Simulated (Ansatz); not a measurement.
`[Ag][Ag]` + `[SiH3]N[SiH3]` → `[SiH3][N]([SiH3])[Ag]` + `[AgH]` at 400 K and 1 bar (cleavage of the Ag–Ag bond).

Computed with Ansatz on PBE0-D4/def2-TZVP structures; ΔE is electronic, products minus reactants. CCSD(T)/CBS is the MP2 limit (def2-TZVPP, def2-QZVPP) plus CCSD(T) − MP2 in def2-TZVPP, frozen cores. This one scheme is used for every species. def2 core potentials past Kr. For Ag outer-core shells are correlated without core-valence functions, which leaves a few kJ/mol of doubt a bond.

```csv
species,CCSD(T)/CBS energy (Eh),H − E (kJ/mol),S (J/(mol·K))
`[Ag][Ag]`,-293.86984,15.1,268.7
`[SiH3]N[SiH3]`,-637.10515,203.4,366.7
`[SiH3][N]([SiH3])[Ag]`,-783.41096,180.3,420.9
`[AgH]`,-147.49153,22.3,213.2
```

H − E and S are ideal-gas, rigid-rotor, harmonic terms from PBE0-D4/def2-TZVP. 1 Eh = 2625.50 kJ/mol, R = 8.31446 J/(mol·K).

**Question.** By hand: ΔE, ΔH, ΔS and ΔG.

**Answer.** ΔE = (-783.41096) + (-147.49153) − (-293.86984) − (-637.10515) = 0.07250 Eh = 190.3 kJ/mol. Δ(H − E) = 180.3 + 22.3 − 15.1 − 203.4 = -15.9, so ΔH = 174.4 kJ/mol. ΔS = 420.9 + 213.2 − 268.7 − 366.7 = -1.3 J/(mol·K). ΔG = 174.4 − 400 × (-1.3)/1000 = 174.9 kJ/mol.

**Question.** By hand: the equilibrium constant, and the temperature at which ΔG would vanish if ΔH and ΔS stayed fixed.

**Answer.** log₁₀ K = −ΔG/(RT ln 10) = -22.8. ΔH and −TΔS have one sign here, so there is no such temperature.

The number of gas molecules stays the same, so ΔS is small and ΔH decides. A doubt of 5 kJ/mol in ΔE shifts log₁₀ K by 0.7 here. Modes under 60 cm⁻¹, often nearly free rotors, make the harmonic entropy too high. These are equilibria of isolated gas molecules and say nothing of rates. Largest T1 diagnostic: 0.026 (customary marks: 0.02 for closed shells, 0.045 for open ones).

ΔS is within the doubt of such terms, so its sign, and with it that verdict, could turn.
